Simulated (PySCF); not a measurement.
Si(H)(OH)2(SMe) (CH₆O₂SSi), SMILES CS[SiH](O)O. The structure is a stationary point at B3LYP-D3(BJ)/def2-SVP. The structure was generated by enumeration, and PubChem lists no compound with its InChIKey, so it may never have been made. One conformer was computed; it need not be the lowest.

Computed equilibrium geometry at B3LYP-D3(BJ)/def2-SVP (PySCF confirms it by a frequency run) as Cartesian coordinates in Å (one conformer of several):
```xyz
11

Si     0.5913     0.0347     0.6054
O      1.8625     1.0486     0.2716
O      0.9512    -1.5778     0.3932
S     -0.9048     0.6750    -0.7789
C     -2.1618    -0.6288    -0.4380
H      0.1801     0.1041     2.0284
H      2.5620     1.1009     0.9337
H      1.1876    -1.8331    -0.5083
H     -2.9051    -0.5725    -1.2442
H     -2.6634    -0.4529     0.5242
H     -1.7012    -1.6257    -0.4367
```
Charge 0, spin multiplicity 1.
